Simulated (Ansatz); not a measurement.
Computed with Ansatz on PBE0-D4/def2-TZVP structures; ΔE is electronic, products minus reactants. CBS: MP2 limit from def2 TZ/QZ plus the TZ coupled-cluster correction, frozen cores. This one scheme is used for every species. Functionals use def2-TZVPP. B3LYP here is the variant with VWN-RPA as its local correlation; programs differ in this. def2 core potentials past Kr. For Br, Sn outer-core shells are correlated without core-valence functions, which leaves a few kJ/mol of doubt a bond. Scalar relativity is left out up to krypton. Each species was taken in one conformer, which may not be the lowest.

Consider the ligand exchange at the Sn–F bond: `[F][Sn][Br]` + CH₃OH → `C[O][Sn][Br]` + H–F.

`[F][Sn][Br]`:

```xyz
3

F    -0.752   -1.440    0.062
Sn    0.875   -0.405    0.226
Br   -0.123    1.845   -0.288
```

CH₃OH:

```xyz
6

C     0.047    0.250    0.249
O     0.404   -0.809   -0.609
H     0.939    0.515    0.818
H    -0.739   -0.034    0.960
H    -0.283    1.140   -0.300
H    -0.368   -1.061   -1.119
```

`C[O][Sn][Br]`:

```xyz
7

C    -0.497   -0.695   -0.313
O    -0.523    0.669   -0.646
Sn    0.511    2.208   -0.016
Br    2.012    1.030    1.669
H    -0.278   -1.286   -1.208
H     0.254   -0.927    0.450
H    -1.480   -0.999    0.063
```

H–F:

Cartesian coordinates in Å:
```
F -0.151 -0.125 0.416
H 0.151 0.125 -0.416
```

```csv
level,ΔE (kcal/mol),difference from CCSD(T)/CBS
revPBE-D4,6.5,1.1
r2SCAN-D4,7.6,2.2
PBE-QIDH,6.2,0.8
PBE,8.3,2.9
BLYP,9.9,4.5
B3LYP,9.5,4.1
SCS-MP2/def2-TZVPP,5.4,0.0
CCSD/def2-TZVPP,6.0,0.6
MP2/def2-QZVPP,4.1,-1.3
HF/CBS(def2),11.3,5.9
CCSD(T)/CBS,5.4,0
```

Largest T1 diagnostic among the species: 0.015.

Leaving LDA and LC-ωPBE aside and taking each functional with its dispersion term where it has one, the values, not all of them listed here, spread over 2.6 kcal/mol, from PBE-QIDH to B97M-V. LDA lies −3.1 kcal/mol from PBE without D4. In def2-TZVPP, CCSD(T) changes the Hartree–Fock value by −5.6 kcal/mol (the triples alone add −1.0 kcal/mol) and MP2 by −7.0 kcal/mol. At CCSD(T), def2-SVP lies +0.8 kcal/mol from the extrapolated value and def2-TZVPP −0.3 kcal/mol.
